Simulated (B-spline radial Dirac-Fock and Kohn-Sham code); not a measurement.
## Fe³⁺ 3p3/2: cross section and angular parameters

System: Fe³⁺, 1s2 2s2 2p6 3s2 3p6 3d5; threshold 105.4 eV (orbital energy of the model). Calculated with a radial atomic solver, using Dirac-Hartree-Slater photoionisation with a Latter tail; cross sections with all multipoles, angular parameters from the dipole term and its interference with E2.

```tsv
hν (eV)	σ (kb)	β	γ	δ
124	652	0.219	0.071	0.050
132	678	0.453	0.115	0.038
134	683	0.503	0.122	0.035
139	692	0.614	0.136	0.029
159	705	0.932	0.143	0.014
281	442	1.503	0.001	0.000
404	259	1.606	-0.019	0.002
499	178	1.627	0.005	0.003
628	114	1.628	0.056	0.005
705	89.7	1.621	0.091	0.006
800	68.4	1.609	0.135	0.008
1253.6	23.7	1.526	0.332	0.016
1260	23.4	1.525	0.334	0.016
1450	16.4	1.488	0.405	0.020
1640	11.9	1.453	0.469	0.023
2590	?	?	?	?
2620	3.31	1.291	0.723	0.046
3570	1.34	1.165	0.894	0.069
4290	0.769	1.084	0.993	0.086
7050	0.158	0.853	1.235	0.152
7630	0.122	0.816	1.269	0.166
9251.7	0.0640	0.725	1.348	0.202
12000	0.0263	0.606	1.443	0.258
13300	0.0184	0.560	1.478	0.283
15000	0.0121	0.507	1.516	0.315
```

Task: Give the values at 2590 eV.

Result: σ = 3.42 kb, β = 1.296, γ = 0.716, δ = 0.045.
